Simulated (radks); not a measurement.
Values are calculated unless marked as measured or tabulated.
Q: These are the eigenvalues of the occupied orbitals of an atom or ion with whole-number occupations (hartree). Level of theory: non-relativistic Kohn-Sham, PBE, spin-polarised, spherical densities, point nucleus (a radial shooting solver on a logarithmic mesh with Libxc functionals).

orbital  eigenvalue
1s up     -2129.375
1s down   -2129.373
2s up     -382.0708
2s down   -381.9533
2p up     -367.1488
2p down   -367.0596
3s up     -118.2415
3s down   -118.1795
3p up     -111.5326
3p down   -111.4692
3d up     -99.16208
3d down   -99.07016
4s up     -51.99876
4s down   -51.71286
4p up     -49.13454
4p down   -48.84908
4d up     -44.04102

Which element is it, and in what charge state? The configuration may be excited. Open shells, if any, are filled with parallel spins first.

A: Z = 70, ytterbium, charge +31: Yb31+ in [Kr] 4d3. The list shows which subshells hold electrons but not how many an open one holds; the 1s level, -2129.4 hartree, gives Z - s = 65.3 by -(Z - s)^2/2, which with screening narrows Z to a few neighbours, and the depths of the outer levels then fix element, charge and occupations together.
